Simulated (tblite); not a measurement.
Run record: tight-binding relaxation, `C=C[SiH2]PB(C)P`.

Computed with GFN2-xTB geometry optimisation, gas phase (tblite 0.8.0). Start geometry: from a force field or distance geometry. The input is one job of a driver script: a line of settings, then coordinates in Å.

Command:
```bash
OMP_NUM_THREADS=1 python probes_run.py task.json out
```

Input:
```
{"job": {"kind": "relax", "xc": "GFN2-xTB", "basis": "xTB"}, "charge": 0, "multiplicity": 1}
C     -3.189500    -0.685300    -0.014000
C     -3.001400     0.645300    -0.103500
Si    -1.307900     1.385900     0.128200
P      0.237900     0.216700    -0.895300
B      1.521800    -0.564300     0.360600
C      2.195300    -1.922800    -0.152800
P      2.764500     0.678300     1.194700
H     -2.427300    -1.391700     0.182200
H     -4.237800    -0.995900    -0.161400
H     -3.849800     1.297400    -0.289800
H     -1.361600     2.707500    -0.538600
H     -1.027000     1.564300     1.561100
H      0.986700     0.934500    -1.853100
H      3.285400    -1.754800    -0.267300
H      1.983700    -2.769900     0.519000
H      1.816200    -2.213100    -1.152200
H      2.111200     1.585400     2.090000
H      3.490600     1.288700     0.131100
```

Output:
```
step      E/eV     max force
  0    -541.07943    2.667
  1    -541.42076    2.120
  2    -541.97912    2.639
  3    -542.28542    1.964
  4    -542.37695    0.595
  5    -542.42540    0.520
  6    -542.46396    0.572
  7    -542.50221    0.520
  8    -542.53473    0.391
  9    -542.55685    0.404
... (188 lines left out)
198    -543.27305    0.022
199    -543.27310    0.018
200    -543.27314    0.011
201    -543.27318    0.012
202    -543.27323    0.016
203    -543.27328    0.020
204    -543.27333    0.020
205    -543.27337    0.016
206    -543.27339    0.010
207    -543.27341    0.010
```

«max force» is the largest atomic force in eV/Å.

In short: energy lowered by 50.6 kcal/mol over 207 steps; largest atomic force 0.010 eV/Å at the end.

Question: Give the final coordinates.

Answer: 1.549 Å rms from the input after alignment:
```
atom  x, y, z in Å
C1    -2.4725   -1.0368   -0.6012
C2    -2.5680   -0.0816    0.3103
Si3   -1.3908    1.3863    0.4344
P4     0.2518    1.0385   -1.0433
B5     1.4964    0.0587   -0.0584
C6     1.1565   -1.3915    0.4686
P7     3.1870    0.8193    0.3309
H8    -1.6833   -1.0233   -1.3398
H9    -3.1625   -1.8653   -0.6602
H10   -3.3734   -0.1244    1.0332
H11   -2.0350    2.6344    0.0084
H12   -0.9495    1.5351    1.8315
H13    0.8344    2.2915   -0.9604
H14    1.6933   -1.6334    1.3863
H15    0.0936   -1.5588    0.6416
H16    1.4714   -2.1289   -0.2730
H17    3.4601    1.3807   -0.9027
H18    3.9816   -0.2941    0.1327
```

Hardware: Arm Neoverse N1, one thread, shared host.
Labels such as C1 count atoms from 1, the log's own numbers from 0.
